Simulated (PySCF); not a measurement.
H4AlO4 (SMILES [OH][Al-]([OH])([OH])[OH]), charge -1, singlet, at a GFN2-xTB geometry (such geometries of metal compounds can be far from the true shape); TPSSH/6-31G run with PySCF.

The PySCF input:
```python
from pyscf import gto, scf, dft

mol = gto.M(
    atom='''
Al   -0.00000000   -0.00000000   -0.00000000
O     1.60013122   -0.41861514   -0.56945509
H     1.76427401   -0.41833359   -1.50225942
O     0.11470341    0.26263230    1.72563179
H     0.83851758    0.77410115    2.05963706
O    -0.51994549    1.40745130   -0.89926369
H    -1.43029173    1.66471842   -0.85289347
O    -1.19488915   -1.25146846   -0.25691301
H    -1.17249985   -2.02048599    0.29551583
''',
    basis='6-31g',
    charge=-1,
    verbose=4,
)

mf = dft.RKS(mol)
mf.xc = 'tpssh'
mf.kernel()
```

Problem. Predict the main parts of the log of this PySCF run.

Solution. 
```
PySCF version 2.14.0

[INPUT] verbose = 4
[INPUT] num. atoms = 9
[INPUT] num. electrons = 50
[INPUT] charge = -1
[INPUT] spin (= nelec alpha-beta = 2S) = 0
[INPUT] symmetry False subgroup None
[INPUT] Mole.unit = angstrom
[INPUT] Symbol           X                Y                Z      unit          X                Y                Z       unit  Magmom
[INPUT]  1 Al     0.000000000000   0.000000000000   0.000000000000 AA    0.000000000000   0.000000000000   0.000000000000 Bohr   0.0
[INPUT]  2 O      1.600131220000  -0.418615140000  -0.569455090000 AA    3.023809769166  -0.791067966196  -1.076114160340 Bohr   0.0
[INPUT]  3 H      1.764274010000  -0.418333590000  -1.502259420000 AA    3.333994687588  -0.790535913806  -2.838858871848 Bohr   0.0
[INPUT]  4 O      0.114703410000   0.262632300000   1.725631790000 AA    0.216758030454   0.496303118465   3.260971474943 Bohr   0.0
[INPUT]  5 H      0.838517580000   0.774101150000   2.059637060000 AA    1.584568576833   1.462839166211   3.892149959404 Bohr   0.0
[INPUT]  6 O     -0.519945490000   1.407451300000  -0.899263690000 AA   -0.982554575803   2.659697490663  -1.699362087866 Bohr   0.0
[INPUT]  7 H     -1.430291730000   1.664718420000  -0.852893470000 AA   -2.702859647930   3.145861888319  -1.611735071730 Bohr   0.0
[INPUT]  8 O     -1.194889150000  -1.251468460000  -0.256913010000 AA   -2.258013242714  -2.364932642931  -0.485495226738 Bohr   0.0
[INPUT]  9 H     -1.172499850000  -2.020485990000   0.295515830000 AA   -2.215703597594  -3.818165159621   0.558443984174 Bohr   0.0

nuclear repulsion = 242.779385348589
number of shells = 35
number of NR pGTOs = 150
number of NR cGTOs = 57
basis = 6-31g
ecp = {}

******** <class 'pyscf.dft.rks.RKS'> ********
method = RKS
initial guess = minao
damping factor = 0
level_shift factor = 0
DIIS = <class 'pyscf.scf.diis.CDIIS'>
diis_start_cycle = 1
diis_space = 8
diis_damp = 0
SCF conv_tol = 1e-09
SCF conv_tol_grad = None
SCF max_cycles = 50
direct_scf = True
direct_scf_tol = 1e-13
XC library pyscf.dft.libxc version 7.1.2
    S. Lehtola, C. Steigemann, M. J. T. Oliveira, and M. A. L. Marques,  SoftwareX 7, 1–5 (2018)
XC functionals = tpssh
    V. N. Staroverov, G. E. Scuseria, J. Tao, and J. P. Perdew,  J. Chem. Phys. 119, 12129 (2003)
radial grids:
    Treutler-Ahlrichs [JCP 102, 346 (1995); DOI:10.1063/1.469408] (M4) radial grids

becke partition: Becke, JCP 88, 2547 (1988); DOI:10.1063/1.454033
pruning grids: <function nwchem_prune>
grids dens level: 3
symmetrized grids: False
atomic radii adjust function: <function treutler_atomic_radii_adjust>
small_rho_cutoff = 0
Set gradient conv threshold to 3.16228e-05
Initial guess from minao.
tot grids = 114744
init E= -546.051631572786
  HOMO = -0.428786564062617  LUMO = -0.0540595256590204  gap/eV = 10.19684
cycle= 1 E= -545.348204541493  delta_E= 0.703  |g|=  1.6  |ddm|= 2.66
  HOMO = 0.16680636924061  LUMO = 0.265939315920459  gap/eV = 2.69754
cycle= 2 E= -544.469559073211  delta_E= 0.879  |g|= 2.61  |ddm|=  3.4
  HOMO = -0.0608152548287008  LUMO = 0.197541079527897  gap/eV = 7.03023
cycle= 3 E= -545.844159731053  delta_E= -1.37  |g|= 0.0651  |ddm|= 2.36
  HOMO = -0.0482176745753088  LUMO = 0.205057026305489  gap/eV = 6.89196
cycle= 4 E= -545.845089427497  delta_E= -0.00093  |g|= 0.00531  |ddm|= 0.0702
  HOMO = -0.0476649719983066  LUMO = 0.205515045127225  gap/eV = 6.88938
cycle= 5 E= -545.845099760067  delta_E= -1.03e-05  |g|= 0.000975  |ddm|= 0.013
  HOMO = -0.0478948962285347  LUMO = 0.205376946264867  gap/eV = 6.89188
cycle= 6 E= -545.845100042577  delta_E= -2.83e-07  |g|= 9.11e-05  |ddm|= 0.00179
  HOMO = -0.0479020816335722  LUMO = 0.205374463911352  gap/eV = 6.89201
cycle= 7 E= -545.845100043892  delta_E= -1.31e-09  |g|= 3.79e-05  |ddm|= 8.93e-05
  HOMO = -0.0479047031849518  LUMO = 0.205374434185628  gap/eV = 6.89208
cycle= 8 E= -545.845100044159  delta_E= -2.67e-10  |g|= 6.17e-06  |ddm|= 3.12e-05
  HOMO = -0.0479043397455889  LUMO = 0.205374329806647  gap/eV = 6.89206
Extra cycle  E= -545.845100044143  delta_E= 1.55e-11  |g|= 1.08e-05  |ddm|= 1.22e-05
converged SCF energy = -545.845100044143
```
